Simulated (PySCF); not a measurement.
Input of a response calculation (the driver script's job line, then coordinates in Å):

```
{"job": {"kind": "uv", "xc": "PBE0", "basis": "def2-SVPD", "nstates": 8, "ntriplets": 3}, "charge": 0, "multiplicity": 1}
C     -1.830659     0.913370     0.042605
Ge    -1.002188    -0.768585     0.680573
Cl    -1.245449    -2.209092    -0.852154
C      0.932865    -0.635734     1.108648
Si     1.935460     0.343399    -0.173198
H     -2.894039     0.773774    -0.133080
H     -1.368607     1.223510    -0.891130
H     -1.705179     1.709269     0.769803
H     -1.774543    -1.329203     1.880910
H      1.034077    -0.171337     2.088063
H      1.330890    -1.645972     1.194481
H      1.678946    -0.160155    -1.522816
H      1.552573     1.757981    -0.093895
H      3.355174     0.198304     0.159050
```

Computed with TDDFT PBE0/def2-SVPD, vertical, gas phase, core orbitals frozen in the response (PySCF 2.14.0, density-fitted response routines). Job line and output are in the format of a driver script around the code.

Question: What does the script print for it, SCF cycles aside?

Answer: 
```
converged SCF energy = -2907.1966957725

Static polarisability (au): isotropic 95.358, principal 87.482 93.179 105.413

Singlet excitations
state   eV       nm        f      main configurations
  1   7.2462    171.1   0.02076   H->L+1 0.82, H->L 0.10
  2   7.3290    169.2   0.01158   H-1->L+1 0.86
  3   7.4410    166.6   0.03288   H->L 0.84, H->L+1 0.10
  4   7.6112    162.9   0.03690   H-1->L 0.87
  5   7.8761    157.4   0.16161   H->L+2 0.87
  6   7.9989    155.0   0.02056   H->L+3 0.66, H-1->L+2 0.22
  7   8.0200    154.6   0.02119   H-1->L+2 0.60, H->L+3 0.24
  8   8.1670    151.8   0.06441   H-1->L+3 0.76, H-1->L+2 0.09

Triplet excitations (Tamm-Dancoff, eV): 6.8159 6.9118 7.1476
```

Geometry: GFN2-xTB, one conformer, isolated molecule. Relativistic effects, spin–orbit coupling among them, are left out although an element past zinc is present.

H and L stand for HOMO and LUMO.

Time: 47 s of wall time (grids of density and orbitals included); peak memory 0.82 GiB. Hardware: one thread, Arm Neoverse V1 (aarch64) (shared host).

Conformer computed: `[CH3:1][Ge@@H:2]([Cl:3])[CH2:4][SiH3:5]`: C1–Ge2–C4–Si5 -43°.
